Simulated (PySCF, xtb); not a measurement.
Al(Me)(Cl) (CH3AlCl), SMILES [CH3][Al+][Cl], charge +1.

Harmonic wavenumbers (cm⁻¹) from GFN2-xTB run with xtb 6.7.1 at its own minimum, in rising order: 217, 217, 489, 652, 652, 801, 1214, 1324, 1324, 2900, 2901, 2905.

**Question.** What does PBE-D3(BJ)/def2-TZVP (PySCF) give at its own minimum? (Estimate from the structure and the level; the computed values follow.)

**Answer.** 125, 125, 465, 713, 713, 764, 1170, 1366, 1366, 2972, 3071, 3071. Paired by order, the mean absolute difference is 75 cm⁻¹ and the zero-point energies are 22.3 and 22.8 kcal/mol.
